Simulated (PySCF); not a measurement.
Ti(I)2(NH2)2 (H₄I₂N₂Ti), SMILES [NH2][Ti]([I])([I])[NH2], multiplicity 1. Atoms are numbered in the order given.

```xyz
9

Ti     0.0025    -0.8997     0.0000
I     -0.0064     0.5394    -2.1690
I     -0.0064     0.5394     2.1690
N     -1.4372    -2.0484     0.0000
H     -1.9316    -2.3450    -0.8418
H     -1.9316    -2.3450     0.8418
N      1.5075    -1.9702     0.0000
H      2.4478    -1.5714     0.0000
H      1.5453    -2.9872     0.0000
```
Charge 0, spin multiplicity 1.

Geometry optimised at B3LYP-D3(BJ)/def2-SVP. The spin state was assumed, not searched. The def2 effective core potentials stand for the cores of I; spin–orbit coupling is left out. One conformer was computed; it need not be the lowest.

Calculation: PySCF with TDDFT-PBE/def2-SVPD.

Vertical excitations. Gas-phase values at a fixed geometry. State labels are in the subgroup Cs.

```json
[
 {"state": "S1", "symmetry": "A'", "energy (eV)": "2.56", "λ (nm)": "485", "f": "0.001", "main pairs": "HOMO→LUMO 99 %"},
 {"state": "S2", "symmetry": "A\"", "energy (eV)": "2.85", "λ (nm)": "435", "f": "0.010", "main pairs": "HOMO→LUMO+1 81 %"},
 {"state": "S3", "symmetry": "A'", "energy (eV)": "3.02", "λ (nm)": "410", "f": "0.006", "main pairs": "HOMO−1→LUMO 91 %"},
 {"state": "S4", "symmetry": "A\"", "energy (eV)": "3.05", "λ (nm)": "406", "f": "0.005", "main pairs": "HOMO−2→LUMO 63 %, HOMO−1→LUMO+1 35 %"},
 {"state": "S5", "symmetry": "A\"", "energy (eV)": "3.21", "λ (nm)": "386", "f": "0.027", "main pairs": "HOMO−1→LUMO+1 39 %, HOMO−3→LUMO 32 %, HOMO−2→LUMO 16 %, HOMO→LUMO+1 8 %"},
 {"state": "S6", "symmetry": "A'", "energy (eV)": "3.22", "λ (nm)": "386", "f": "0.001", "main pairs": "HOMO−2→LUMO+1 98 %"},
 {"state": "S7", "symmetry": "A\"", "energy (eV)": "3.35", "λ (nm)": "370", "f": "0.027", "main pairs": "HOMO−3→LUMO 67 %, HOMO−1→LUMO+1 16 %"},
 {"state": "S8", "symmetry": "A'", "energy (eV)": "3.59", "λ (nm)": "345", "f": "0.002", "main pairs": "HOMO→LUMO+2 55 %, HOMO−3→LUMO+1 35 %"},
 {"state": "S9", "symmetry": "A\"", "energy (eV)": "3.60", "λ (nm)": "345", "f": "0.000", "main pairs": "HOMO→LUMO+3 99 %"},
 {"state": "S10", "symmetry": "A'", "energy (eV)": "3.73", "λ (nm)": "332", "f": "0.013", "main pairs": "HOMO−3→LUMO+1 39 %, HOMO→LUMO+2 28 %, HOMO−5→LUMO 11 %, HOMO−6→LUMO 10 %"},
 {"state": "T1", "symmetry": "A'", "energy (eV)": "2.47", "λ (nm)": "502", "f": "0", "main pairs": "HOMO→LUMO 100 %"},
 {"state": "T2", "symmetry": "A\"", "energy (eV)": "2.63", "λ (nm)": "471", "f": "0", "main pairs": "HOMO→LUMO+1 99 %"},
 {"state": "T3", "symmetry": "A'", "energy (eV)": "2.71", "λ (nm)": "457", "f": "0", "main pairs": "HOMO−1→LUMO 97 %"},
 {"state": "T4", "symmetry": "A\"", "energy (eV)": "2.86", "λ (nm)": "433", "f": "0", "main pairs": "HOMO−2→LUMO 99 %"}
]
```
Triplets are in the Tamm–Dancoff approximation, which puts them higher than full response would, so one can lie above its singlet here.
